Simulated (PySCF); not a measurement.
**Excitation energy of Ar⁺ by level of theory**

Ar⁺ [Ne] 3s2 3p5 (2P) → Ar⁺ [Ne] 3s2 3p4 4s1 (4P), as a difference of total energies. Computed with PySCF 2.14 in dyall-av2z (13s9p2d, 50 functions), with the non-relativistic Hamiltonian (point nucleus). Correlated levels: valence: [Ne] frozen; virtual orbitals above 40 to 60 times the deepest correlated orbital energy dropped. The calculations carry no spin-orbit coupling.

**Question.** Order these methods by the excitation energy they give, lowest first.
A. r2SCAN
B. r2SCANh
C. MP2 (valence)
D. LDA

**Answer.** C (132490 cm⁻¹), D (134760 cm⁻¹), B (136830 cm⁻¹), A (137010 cm⁻¹).

Errors of the correlated levels include the incompleteness of this basis and the frozen core.

For comparison: 134270 cm⁻¹ (measured; NIST levels, between the centres of gravity of the two terms).
